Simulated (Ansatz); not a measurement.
CH10N2Si2 can be A, `C[Si](N)(N)[SiH3]`, or B, `CN[SiH2][SiH2]N`.

Program: Ansatz. Geometries: PBE0-D4/def2-TZVP. ΔE: electronic, gas phase. CBS: MP2 limit from def2 TZ/QZ plus the TZ coupled-cluster correction, frozen cores. Functionals use def2-TZVPP. B3LYP here is the variant with VWN-RPA as its local correlation; programs differ in this. Each species was taken in one conformer, which may not be the lowest.

(1) Which is lower in electronic energy at CCSD(T)/CBS, and by how much? (Estimate.)

(2) Give E(B) − E(A) in kcal/mol with MP2/def2-TZVPP, ωB97M-V, B2PLYP, r2SCAN-D4, CCSD/def2-TZVPP, B3LYP-D4, CCSD(T)/def2-TZVPP. (An estimate is asked.)

Largest T1 diagnostic: 0.011.

## Answers

(1) Ansatz gave: A, by 26.7 kcal/mol.

(2) Ansatz gave: MP2/def2-TZVPP 26.9, ωB97M-V 26.5, B2PLYP 25.6, r2SCAN-D4 27.4, CCSD/def2-TZVPP 25.6, B3LYP-D4 25.3, CCSD(T)/def2-TZVPP 25.9. None reverses the order clearly.

In def2-TZVPP, CCSD(T) changes the Hartree–Fock value by +2.6 kcal/mol (the triples alone add +0.3 kcal/mol) and MP2 by +3.5 kcal/mol.
